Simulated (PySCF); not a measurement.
A structure optimised at PBE-D3(BJ)/def2-SVP, used in a PySCF frequency run:

```xyz
8

Al    -0.0378     0.8089     0.0000
F      0.8522     2.2181     0.0000
F     -1.7089     0.9025     0.0000
S      0.9099    -1.1347     0.0000
C     -0.6084    -2.1972     0.0000
H     -1.5334    -1.5922     0.0000
H     -0.5858    -2.8354     0.9029
H     -0.5858    -2.8354    -0.9029
```
Charge 0, spin multiplicity 1.

**Question.** Write its SMILES, formula and point group.

**Answer.** C[S][Al]([F])[F], CH3AlF2S, Cs

**Question.** What are its rotational constants (standard atomic weights)?

**Answer.** 4.8243, 2.0594, 1.4569 GHz
